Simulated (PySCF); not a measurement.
Compound: C₅H₉NOSi.
Cartesian coordinates in Å at the GFN2-xTB level; atoms count from 1:
```xyz
17
C5H9NOSi angstrom
C     -0.674    2.628    0.274
C      0.289    1.774   -0.035
Si     0.617    0.178    0.915
N      1.408   -0.825   -0.234
C      2.476   -1.472   -0.284
C     -1.072   -0.715    1.186
C     -1.730   -1.325   -0.017
O     -1.582   -0.722    2.282
H     -1.350    2.445    1.094
H     -0.833    3.547   -0.271
H      0.939    2.006   -0.870
H      1.204    0.429    2.235
H      2.701   -2.054   -1.174
H      3.226   -1.501    0.509
H     -1.925   -0.533   -0.738
H     -2.660   -1.823    0.249
H     -1.039   -2.026   -0.480
```

Theory: TDDFT PBE0/def2-SVPD, vertical, gas phase, core orbitals frozen in the response in PySCF.

Ground-to-excited transition dipoles (e·a0, same axes as the geometry; the sign carries no meaning), for the states with f of 0.002 or more among the lowest 8:

| state | E (eV) | μx | μy | μz |
| --- | --- | --- | --- | --- |
| S1 | 3.431 | -0.183 | 0.218 | 0.004 |
| S3 | 4.677 | -0.710 | 0.133 | 0.228 |
| S4 | 5.027 | -0.185 | -0.392 | 0.144 |
| S5 | 5.224 | -0.368 | 0.250 | 0.239 |
| S6 | 5.685 | -0.170 | 0.177 | 0.131 |
| S7 | 5.824 | -0.113 | -0.131 | 0.028 |
| S8 | 6.148 | -0.164 | -0.188 | -0.051 |

Work out the oscillator strengths.

f = (2/3) ΔE |μ|² with ΔE in hartree (27.2114 eV).

```tsv
state	|μ|² (au)	|μ| (D)	f
S1	0.081	0.72	0.007
S3	0.574	1.93	0.066
S4	0.209	1.16	0.026
S5	0.255	1.28	0.033
S6	0.077	0.71	0.011
S7	0.031	0.44	0.004
S8	0.065	0.65	0.010
```

What angle do the transition dipoles of S3 and S5 make?

|cos θ| = |μa·μb| / (|μa| |μb|) = 0.91, so θ ≈ 24° (taken between 0 and 90°, since the signs are arbitrary).

How is the summed strength of these states shared among x, y and z?

(2/3) Σ ΔE μα² gives 0.092 for x, 0.045 for y and 0.019 for z, 0.156 in all.

What peak molar absorption coefficient would the strongest computed level give as a lone Gaussian band 0.5 eV wide at half height?

ε(max) = 2.175×10⁸ f / FWHM, with the width in cm⁻¹. S3: 2.175×10⁸ × 0.0658 / 4033 ≈ 3500 L mol⁻¹ cm⁻¹.

One conformer stands for the species.
